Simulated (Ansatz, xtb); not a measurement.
# Two isomers of C2H6OSi

We compare a, `O/C=C\[SiH3]`, a singlet, with b, `O/C=C/[SiH3]`, a singlet. Both are isolated molecules in the gas phase, relaxed with B3LYP-D3(BJ)/def2-SVP; the shapes shown needn't be the lowest conformers.

a (Å):

```xyz
10

C    -0.0201    0.5829    1.7714
C    -0.7079   -0.3812    1.1423
O     0.2698    1.7645    1.1694
Si   -1.3375   -0.2103   -0.6094
H     0.7670    2.3333    1.7685
H     0.3457    0.4737    2.8016
H    -0.8913   -1.2974    1.7106
H    -2.2870    0.9337   -0.7514
H    -2.0557   -1.4646   -0.9837
H    -0.2250    0.0011   -1.5833
```

b (Å):

```xyz
10

C    -0.3056    1.0036    1.5209
C    -0.7820   -0.1708    1.0772
O    -0.1507    1.2888    2.8353
Si   -0.9888   -0.5470   -0.7288
H     0.2036    2.1805    2.9362
H    -0.0134    1.8042    0.8268
H    -1.0497   -0.9140    1.8384
H    -0.5456    0.6418   -1.5194
H    -2.4108   -0.8473   -1.0779
H    -0.1762   -1.7286   -1.1502
```

Quicker runs give these differences E(b) − E(a): GFN2-xTB −0.29 kcal/mol; HF/STO-3G +0.35 kcal/mol (at GFN2-xTB geometries); r2SCAN-D4/def2-SVP +0.11 kcal/mol (at GFN2-xTB geometries).

Question: Which of the two would you expect CCSD(T)/def2-SVP + ΔMP2/def2-TZVPP electronic energies to favour?

Answer: Too close to call at this level: CCSD(T)/def2-SVP + ΔMP2/def2-TZVPP gives E(b) − E(a) = −0.65 kcal/mol.

The same difference at several levels:

```tsv
level	geometry	E(b) − E(a) (kcal/mol)	departure from the last row (kcal/mol)	job, with rough time for the two
GFN2-xTB	GFN2-xTB	−0.29	+0.36	optimisation, 0.11 s
HF/STO-3G	GFN2-xTB	+0.35	+1.00	single point, 0.24 s
r2SCAN-D4/def2-SVP	GFN2-xTB	+0.11	+0.75	single point, 1.9 s
B3LYP-D3(BJ)/def2-SVP	B3LYP-D3(BJ)/def2-SVP	−0.10	+0.55	optimisation, 18 s
HF/def2-SVP	B3LYP-D3(BJ)/def2-SVP	−0.08	+0.57	part of the CCSD(T) run
MP2/def2-SVP	B3LYP-D3(BJ)/def2-SVP	+0.02	+0.67	part of the CCSD(T) run
CCSD(T)/def2-SVP	B3LYP-D3(BJ)/def2-SVP	+0.12	+0.77	single point
CCSD(T)/def2-SVP + ΔMP2/def2-TZVPP	B3LYP-D3(BJ)/def2-SVP	−0.65		single point, 11 s
```

As drawn, both hold the same kinds of bond in the same numbers.

The largest departure from CCSD(T)/def2-SVP + ΔMP2/def2-TZVPP is that of HF/STO-3G, 1.00 kcal/mol. The last row adds to CCSD(T) the change of the MP2 difference between the two basis sets, here −0.77 kcal/mol.

With harmonic frequencies from B3LYP-D3(BJ)/def2-SVP (ideal gas, rigid rotor, one conformer each, 298.15 K, 1 atm): on the last row, ΔE + ΔZPE = −0.59, ΔH = −0.62, ΔG = −0.27 kcal/mol.

The correlated steps freeze 8 core orbitals. Programs: Ansatz 0.2.0, xtb 6.7.1; the last row on 2 threads of Intel(R) Xeon(R) Platinum 8375C CPU @ 2.90GHz (Ice Lake) on a shared host.
